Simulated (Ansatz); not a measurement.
Relaxation of C2H6FNSSn (12 atoms, charge 0, multiplicity 1), to a largest force component of 0.02 eV/Å in at most 50 steps.

These are results of Ansatz, RHF/def2-SVP, not measurements.

```xyz
12
Properties=species:S:1:pos:R:3:forces:R:3
F -1.368 -1.885 0.155 -1.35 -0.05 0.19
C -0.127 -1.955 -0.331 1.46 -0.71 -0.73
Sn 1.017 -0.314 0.390 2.11 -0.02 1.52
N 0.308 1.466 -0.266 -5.63 -1.17 2.50
C -1.105 1.791 0.059 4.31 2.33 -2.25
S -1.764 3.213 -0.457 0.17 -1.30 0.46
H -0.105 -1.929 -1.435 -0.37 -0.23 0.49
H 0.355 -2.892 0.013 -0.34 0.42 -0.31
H 1.048 -0.319 2.196 -0.17 0.06 -1.21
H 2.694 -0.460 -0.163 -0.79 0.13 0.14
H 0.805 2.090 -0.833 0.16 1.15 -0.74
H -1.681 1.140 0.706 0.45 -0.60 -0.06
```

**Question.** Where does it end, and by what steps?

**Answer.** It converged. After 20 steps the energy has fallen by 0.867 eV; H12 moved furthest, 0.64 Å.

```
step  energy less start (eV)  largest force component (eV/Å)  accepted
   0                  0.0000                           5.630       yes
   1                 -0.3223                           3.008       yes
   2                 -0.6842                           2.446       yes
   3                 -0.6406                           2.140        no
   4                 -0.8477                           0.336       yes
   5                 -0.8550                           0.194       yes
   6                 -0.8565                           0.133       yes
   7                 -0.8590                           0.075       yes
   8                 -0.8575                           0.300        no
   9                 -0.8603                           0.076       yes
  10                 -0.8596                           0.187        no
  11                 -0.8616                           0.024       yes
  12                 -0.8624                           0.062       yes
  13                 -0.8632                           0.126       yes
  14                 -0.8641                           0.103       yes
  15                 -0.8652                           0.098       yes
  16                 -0.8655                           0.170       yes
  17                 -0.8662                           0.109       yes
  18                 -0.8664                           0.053       yes
  19                 -0.8666                           0.048       yes
  20                 -0.8667                           0.007       yes
```

```xyz
12
Properties=species:S:1:pos:R:3
F -1.357 -1.804 0.416
C -0.171 -1.900 -0.262
Sn 1.158 -0.341 0.466
N 0.257 1.439 -0.097
C -1.049 1.707 -0.142
S -1.739 3.133 -0.555
H -0.368 -1.782 -1.327
H 0.245 -2.893 -0.097
H 1.286 -0.380 2.163
H 2.675 -0.325 -0.308
H 0.823 2.232 -0.347
H -1.682 0.860 0.126
```

Whether the end is a true minimum wasn't checked by a vibrational analysis.

Time of the run: 92 s on 2 threads of Arm Neoverse V1, on a shared host, peak memory 0.34 GiB.
